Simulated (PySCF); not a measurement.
CH4ClFOSi.

```xyz
9

C      1.7968    -0.1854    -0.7977
Si     0.0240    -0.0205    -0.3427
O     -0.8260    -1.2805    -0.9607
F     -0.5814     1.3691    -0.9119
Cl    -0.2363     0.0790     1.6990
H      2.2194    -1.1048    -0.3673
H      2.3717     0.6734    -0.4220
H      1.9046    -0.2298    -1.8920
H     -1.7551    -1.3605    -0.7242
```

Coordinates come from a PBE0-D3(BJ)/def2-SVP optimisation. The values are those of a single conformer.

The numbers are results of PBE0/pcSseg-1 (PySCF), not measurements. Non-relativistic, no solvent.

Q: Give the absolute GIAO shielding of each atom: isotropic value and principal components (ppm). (Estimate from the structure and the level; the computed values follow.)

A: 
```csv
atom,σ(iso),σ11,σ22,σ33,span
C1,186.3,181.2,181.7,196.1,14.8
Si2,359.5,330.2,342.4,405.8,75.6
O3,256.0,217.7,253.4,297.1,79.4
F4,293.6,240.4,281.0,359.4,119.0
Cl5,875.0,770.9,809.8,1044.3,273.4
H6,30.8,26.5,28.5,37.5,11.0
H7,30.9,26.4,28.6,37.6,11.1
H8,30.7,26.0,27.7,38.4,12.4
H9,28.8,21.4,23.4,41.6,20.2
```
